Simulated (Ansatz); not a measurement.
AlH6O3P, SMILES `[OH][Al-]([OH])([OH])[PH3+]`, one more setting.

```yaml
crystal:
  periodic: [false, false, false]
  atoms:
    - {symbol: O, position_ang: [-1.786118, 0.452158, 0.891612]}
    - {symbol: Al, position_ang: [-0.296252, -0.479256, 0.719965]}
    - {symbol: O, position_ang: [1.016495, -0.098994, 1.754935]}
    - {symbol: O, position_ang: [-0.393081, -1.981510, 0.039057]}
    - {symbol: P, position_ang: [0.525277, 0.835992, -1.350997]}
    - {symbol: H, position_ang: [-1.824387, 1.016728, 1.721181]}
    - {symbol: H, position_ang: [1.662677, -0.783500, 2.037589]}
    - {symbol: H, position_ang: [-1.174461, -2.396216, -0.160468]}
    - {symbol: H, position_ang: [0.799278, 2.154646, -1.224515]}
    - {symbol: H, position_ang: [1.775339, 0.419643, -1.941733]}
    - {symbol: H, position_ang: [-0.289791, 0.855170, -2.482622]}
basis:
  gaussian: {orbitals: def2-mTZVP}
hamiltonian: {xc: {name: wB97M-V}}
accuracy: high
scf: {lower_state_search: light}
```

```sh
$ ansatz run in.yaml --threads 4 --pin off --events-out ev --progress --plain --max-ram 10444MiB
```

Output, abridged:

```
Functional definition: wB97M-V
2674 factors; integrals over basis functions are off by at most 1.3e-8 eV
524 factors; integrals over basis functions are off by at most 2.3e-9 eV
mean field evaluation 1: about -22115.8240 eV, gradient 8.7e1 eV
mean field evaluation 2: about -22111.7263 eV, gradient 1.0e2 eV
mean field evaluation 4: about -22128.3057 eV, gradient 2.5e0 eV
mean field evaluation 8: about -22128.4383 eV, gradient 1.3e-1 eV
mean field evaluation 16: about -22128.4384 eV, gradient 7.7e-5 eV
mean field -22128.43839990 eV, -813.2051120020 hartree, gradient 6.5e-8 eV, S^2 0.000000; 0 other end points of the search recorded, 0 dependent functions left out
reference -22128.43840636 eV, -813.2051122393 hartree; 29, 29 occupied and 105, 105 virtual orbitals, 2674 factors
Total energy: -22128.43840636 eV, -813.2051122393 hartree
```

Run time 37 s (4 threads of an Arm Neoverse V1 on a shared host); peak host memory 1.1 GiB.
